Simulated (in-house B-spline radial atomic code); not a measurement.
BLYP excitations of Xe8+

Method: BLYP. Computed with an all-electron radial atomic-structure program (B-spline basis): linear response of the closed shell [Kr] 4d10 with the functional's adiabatic kernel; scalar-relativistic (spin-free one-electron X2C), finite nucleus, no spin-orbit coupling, no double excitations, S, P, D and F terms only; shells from n = 2 respond. Only terms of natural parity with L up to 3 were computed.

Command:
```bash
python run_td.py task.json out
```
Settings (radii: box in bohr, nucleus in fm):
```
Z                        54
electrons                46
configuration            [Kr] 4d10
hamiltonian              x2c
method                   b88,lyp
box_radius               11.59
rms_radius               4.7859
intervals                69
```

Run time, properties included: 1.3 s on 1 thread of Intel(R) Xeon(R) 6975P-C (Granite Rapids) (shared host).

The lowest states, in the order of their Tamm-Dancoff energies; the method's threshold (minus the highest occupied level) is 167.52 eV. Labels give the largest channel, * marks a mixed state, and oscillator strengths are full-response dipole values. Semilocal kernels can invert the small singlet-triplet splittings of Rydberg terms. Energies in eV:

```
     state  full response  Tamm-Dancoff  oscillator strength
4d → 5s 3D          52.73         52.75                    -
4d → 5s 1D              ?             ?                    -
4d → 5p 3P          68.92         68.94                    -
4d → 5p 3F          69.11         69.13                    -
4d → 5p 1F          69.92         69.92                    -
4d → 5p 1P          71.19         71.27                0.941
4d → 4f 3P              ?             ?                    -
4d → 4f 3F          83.07         83.10                    -
4d → 4f 1F          86.14         86.21                    -
4d → 5d 3S          92.44         92.46                    -
```

Problem. Where does 4d → 4f 3P lie?

Solution. At 81.87 eV in full response, 81.92 eV in Tamm-Dancoff.

Problem. Where does 4d → 5s 1D lie?

Solution. At 53.75 eV in full response, 53.76 eV in Tamm-Dancoff.

Problem. How large is the singlet-triplet splitting of 4d → 5s (D terms) in Tamm-Dancoff?

Solution. 1.02 eV, from the unrounded values.

Problem. What polarisabilities and dispersion coefficient does the method give?

Solution. Dipole 0.8596 bohr³, quadrupole 0.9066 bohr⁵, C6 2.167 hartree·bohr⁶ for two such species.
